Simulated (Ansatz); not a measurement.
The same path of BrH + ClGaH4N2 (10 atoms, charge 0, multiplicity 1) was run 3 times with different band settings. Lost on the way: Ga1–Cl2, Br9–H10. Made: Ga1–Br9, Cl2–H10.

Level of theory: Ansatz, RKS PBE-D4/def2-SVP.

Relaxed end points:

```xyz
10
Properties=species:S:1:pos:R:3
Ga 0.009 -0.094 -0.182
Cl 0.016 -0.619 1.973
N 1.644 -0.203 -0.995
H 2.446 -0.038 -0.379
H 1.769 0.337 -1.857
N -1.647 -0.149 -0.949
H -2.440 0.011 -0.321
H -1.793 0.364 -1.823
Br 0.111 2.859 1.285
H 0.075 1.573 1.995
```

```xyz
10
Properties=species:S:1:pos:R:3
Ga 0.019 0.694 -0.509
Cl 0.041 -0.202 2.462
N 1.644 0.129 -1.134
H 1.761 -0.875 -1.304
H 2.460 0.484 -0.628
N -1.637 0.178 -1.092
H -1.792 -0.823 -1.247
H -2.428 0.565 -0.568
Br 0.066 2.793 0.572
H 0.057 1.097 2.195
```

Common settings: optimiser quadratic models (default); start path through a guess of the saddle point; force threshold 0.05 eV/Å; iteration limit 60; end points relaxed.

| run | movable images | climbing image | spring |
| --- | --- | --- | --- |
| 1 | 9 | yes | 5.0 eV/Å² |
| 2 | 9 | yes | 20.0 eV/Å² |
| 3 | 6 | no | 5.0 eV/Å² |

Problem. What does each run give, and how far can it be trusted?

Solution. Run 1: converged after 14 iterations, highest image 0.097 eV above the first end. Beside the main top the profile has a ripple of under 15 meV (maxima at images 4, 7), which may be a very shallow well or noise. A vibrational analysis at the climbing image gives one clearly imaginary mode, 152i cm⁻¹: a first-order saddle point.
Run 2: converged after 22 iterations, highest image 0.097 eV above the first end. Beside the main top the profile has a ripple of under 15 meV (maxima at images 2, 5, 8), which may be a very shallow well or noise. Another band between the same ends (9 images) ends at a top of the same energy, where a vibrational analysis finds 1 clearly imaginary mode.
Run 3: converged after 26 iterations, highest image 0.071 eV above the first end. No image climbed, so the highest image needn't sit at the top of the path.
The orbitals stay closed-shell, which can raise the energy where a bond breaks towards radicals; this wasn't checked here.
